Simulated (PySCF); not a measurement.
A PySCF script (with the pyscf-properties extension) for the NMR shieldings of SMILES [C@H]1([SiH2]N)CCC(=C)C1, C₆H₁₃NSi, on a GFN2-xTB geometry:

```python
import basis_set_exchange as bse
import numpy as np
from pyscf import gto, dft
from pyscf.prop import nmr

atoms = """
C    -2.600184    1.437537    0.648238
C    -1.659664    0.580177    0.293880
C    -1.895903   -0.783866   -0.300466
C    -0.513581   -1.441080   -0.308965
C     0.450165   -0.267193   -0.487291
Si    2.255413   -0.674939   -0.068968
N     3.079577    0.837341   -0.018577
C    -0.176475    0.810262    0.402343
H    -2.359620    2.406792    1.051800
H    -3.648058    1.205969    0.553306
H    -2.272247   -0.673641   -1.321788
H    -2.635006   -1.353893    0.263873
H    -0.331540   -1.927730    0.651594
H    -0.407918   -2.191103   -1.092459
H     0.370017    0.069451   -1.527374
H     2.764236   -1.651251   -1.048999
H     2.382420   -1.226537    1.281977
H     2.885157    1.527701   -0.725713
H     4.061750    0.843384    0.201663
H     0.108826    1.820235    0.109800
H     0.133713    0.669326    1.441655
"""
names = dict.fromkeys(["C", "Si", "N", "H"], "pcSseg-1")
basis = {el: gto.basis.parse(bse.get_basis(n, elements=[el], fmt="nwchem")) for el, n in names.items()}
mol = gto.M(atom=atoms, basis=basis, charge=0, verbose=0)
mf = dft.RKS(mol, xc="PBE0")
mf.grids.level = 2
mf.grids.alignment = dft.numint.BLKSIZE   # the property module wants whole blocks of grid points
mf.conv_tol = 1e-9
mf.kernel()

calc = nmr.RKS(mf)   # GIAO
C = mf.mo_coeff
Co = C[:, mf.mo_occ > 0]
resp = mf.gen_response(singlet=True, hermi=2)
def vind(x):   # induced exchange potential for any number of trial vectors
    d = np.einsum("pi,xij,qj->xpq", C, 2 * x.reshape(-1, C.shape[1], Co.shape[1]), Co, optimize=True)
    return np.einsum("xpq,pi,qj->xij", resp(d - d.transpose(0, 2, 1)), C, Co, optimize=True).ravel()
mo1, _ = nmr.rhf.solve_mo1(calc, with_cphf=vind)
sigma = calc.kernel(mo1)
for i, s in enumerate(sigma):   # ppm
    w = np.linalg.eigvalsh((s + s.T) / 2)
    print("%2d %-2s iso %8.1f  s11 %8.1f  s22 %8.1f  s33 %8.1f" % (i, mol.atom_pure_symbol(i), w.mean(), *w))
```

**Question.** What are the results?

**Answer.** 
```
 0 C  iso     75.4  s11    -34.8  s22    100.1  s33    160.9
 1 C  iso     25.3  s11    -88.5  s22     36.4  s33    128.0
 2 C  iso    149.0  s11    125.3  s22    155.5  s33    166.1
 3 C  iso    155.2  s11    131.6  s22    161.0  s33    173.1
 4 C  iso    157.9  s11    132.3  s22    166.2  s33    175.1
 5 Si iso    375.7  s11    339.8  s22    355.5  s33    431.8
 6 N  iso    262.3  s11    224.3  s22    261.6  s33    300.8
 7 C  iso    145.7  s11    122.4  s22    148.0  s33    166.6
 8 H  iso     26.3  s11     23.1  s22     24.4  s33     31.4
 9 H  iso     26.4  s11     23.3  s22     24.5  s33     31.3
10 H  iso     29.2  s11     24.6  s22     27.9  s33     35.2
11 H  iso     29.1  s11     24.5  s22     27.7  s33     35.1
12 H  iso     30.3  s11     25.0  s22     29.8  s33     36.2
13 H  iso     29.9  s11     24.7  s22     28.2  s33     36.8
14 H  iso     30.5  s11     27.1  s22     28.5  s33     35.8
15 H  iso     26.6  s11     22.5  s22     25.4  s33     31.9
16 H  iso     27.2  s11     24.0  s22     26.0  s33     31.7
17 H  iso     31.9  s11     24.1  s22     29.8  s33     41.8
18 H  iso     31.8  s11     23.8  s22     27.0  s33     44.7
19 H  iso     29.0  s11     23.7  s22     29.5  s33     33.9
20 H  iso     29.3  s11     24.0  s22     29.7  s33     34.1
```

These numbers come from an equivalent density-fitted implementation of the same equations, which agrees with the script to about 0.01 ppm for H and up to a few tenths of a ppm for heavy atoms, so last digits may differ.

**Question.** Turn these shieldings into chemical shifts. Shifts are taken against calculated references (same method and geometry level): TMS for 13C (σ = 186.93 ppm) and 29Si (σ = 349.16 ppm) and 1H (σ = 31.72 ppm); 15N (σ = 267.73 ppm) vs NH3.

**Answer.** Averaging equivalent atoms: C 1: 161.7; C 0: 111.5; C 7: 41.2; C 2: 37.9; C 3: 31.7; C 4: 29.1; Si 5: -26.5; N 6: 5.5; H 8: 5.41; H 9: 5.35; H 15: 5.12; H 16: 4.49; H 19: 2.68; H 11: 2.62; H 10: 2.49; H 20: 2.46; H 13: 1.84; H 12: 1.37; H 14: 1.22; H 17/18: -0.13 ppm. Experimental scales use liquid or dissolved standards, which lie at an offset from isolated NH3 (liquid NH3: subtract about 20 ppm).

Size and cost of the density-fitted run: 208 basis functions, 24 s wall time on 1 thread of an AMD EPYC 9R45 96-Core, shared host; peak memory 1 GiB.
